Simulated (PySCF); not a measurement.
## One molecule, many functionals

Species: C3H8S2Si.
SMILES: `CS/C=C\S[SiH3]`

Linear-response calculations in the def2-SVPD basis (PySCF; singlets by full response, triplets Tamm–Dancoff, core orbitals frozen in the response; HF means time-dependent Hartree–Fock). 'Strongest' is the level of largest summed f among the singlets computed (10 roots, of which the last may lack a degenerate partner); it can jump between rows when another state enters that window. S1 is the lowest singlet of each run and needn't be the same state throughout; f(S1) is that of one state. The structure is a single PBE0-D3(BJ)/def2-SVP conformer in the gas phase; no vibrational or solvent corrections.

| functional | kind | S1 (eV) | f(S1) | strongest (eV) | T1 (eV) | HOMO (eV) | gap (eV) | ionisation energy, ΔSCF (eV) |
| --- | --- | --- | --- | --- | --- | --- | --- | --- |
| LDA | LDA | 4.01 | 0.063 | 4.01 | 3.30 | -5.35 | 3.54 | 7.97 |
| PBE | GGA | 4.07 | 0.064 | 4.07 | 3.25 | -5.25 | 3.62 | 7.83 |
| B3LYP | global hybrid, 20% exact exchange | 4.45 | 0.084 | 4.45 | 3.40 | -6.07 | 5.17 | 8.01 |
| PBE0 | global hybrid, 25% exact exchange | 4.55 | 0.085 | 4.55 | 3.38 | -6.29 | 5.57 | 8.05 |
| BHandHLYP | global hybrid, 50% exact exchange | 4.95 | 0.111 | 4.95 | 3.47 | -7.20 | 7.50 | 8.10 |
| CAM-B3LYP | range-separated hybrid | 4.76 | 0.099 | 4.76 | 3.47 | -7.50 | 7.86 | 8.17 |
| wB97X-D | range-separated hybrid | 4.77 | 0.100 | 4.77 | 3.54 | -8.04 | 9.06 | 8.16 |
| LC-wPBE | range-separated hybrid | 5.05 | 0.108 | 5.05 | 3.46 | -8.80 | 10.23 | 8.39 |
| HF | Hartree–Fock | 5.59 | 0.165 | 5.59 | 3.22 | -8.62 | 10.83 | not settled |

S1 runs from 4.01 eV (LDA) to 5.59 eV (HF), a spread of 1.58 eV, while the orbital gap spreads over 7.3 eV. Along PBE (0%), B3LYP (20%), PBE0 (25%), BHandHLYP (50%), HF (100%) S1 rises with the share of exact exchange. −ε(HOMO) comes closest to its own ΔSCF ionisation energy with wB97X-D (-0.12 eV) and misses most with LDA (-2.62 eV). 'Not settled' means that the ion's SCF failed to converge or may have ended in another state than the lowest.
